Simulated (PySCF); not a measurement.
**Electron correlation in Ce⁴⁰⁺ (cerium, charge +40)**

[Ar], closed-shell 1S. All numbers are calculated (PySCF 2.14, the spin-free X2C one-electron Hamiltonian (Gaussian nucleus), in an uncontracted even-tempered set (18 s from 7.7 bohr⁻², ratio 2.5; 12 p from 10 bohr⁻², ratio 2.5; 4 d from 44 bohr⁻², ratio 2.7; 4 f from 66 bohr⁻², ratio 2.7)). Frozen: 1s2; 16 electrons correlated; the 21 highest virtual orbitals of each spin left out.

| level | correlation energy (mhartree) |
| --- | --- |
| CCSD | -660.56 |
| (T) | -1.06 |
| CCSD(T) | -661.62 |

Diagnostics: T1 = 0.00028, D1 = 0.0006, largest double amplitude 0.015.

Problem. Is a single reference adequate?

Solution. Yes, within this model without spin-orbit coupling: T1 lies below 0.03 and no double amplitude reaches 0.07.

At this charge the one-electron X2C treatment keeps the bare 1/r₁₂, with no two-electron picture change or Breit term. The effect here is smaller than on the frozen 1s shell; and a scalar Hamiltonian misses the large spin-orbit splitting of the p shells, which matters for ns² → np² pairs.
